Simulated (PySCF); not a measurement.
Vibration and rotation of CaS

PBE0 constants of CaS, ¹Σ⁺ (singlet), closed shell (basis Ca x2c-TZVPall, S x2c-TZVPall; spin-free X2C with a Gaussian nucleus; PySCF 2.14; masses 39.9626 and 31.9721 u):

* ωe: 486.5 cm⁻¹
* ωexe: 1.5 cm⁻¹
* Be: 0.17942 cm⁻¹
* αe: 0.000741 cm⁻¹
* D (centrifugal): 9.76e-08 cm⁻¹
* De to Ca + S: 3.51 eV

**Question.** Give the band origin of the fundamental and the first lines of its P and R branches.

**Answer.** ν0 = ωe − 2ωexe = 483.5 cm⁻¹, B0 = 0.17905, B1 = 0.17831 cm⁻¹.

```tsv
J″	P(J″) − ν0	R(J″) − ν0
0		0.357
1	-0.358	0.712
2	-0.718	1.065
3	-1.079	1.418
4	-1.441	1.768
5	-1.805	2.117
6	-2.171	2.465
```

**Question.** Near which J would the R branch turn back, without centrifugal distortion?

**Answer.** At J ≈ (B0 + B1)/(2(B0 − B1)) − 1 ≈ 240.

Measured values (Huber and Herzberg, Constants of Diatomic Molecules (1979)): ωe = 462.23 cm⁻¹, ωexe = 1.78 cm⁻¹, Be = 0.17667 cm⁻¹, αe = 0.000837 cm⁻¹.
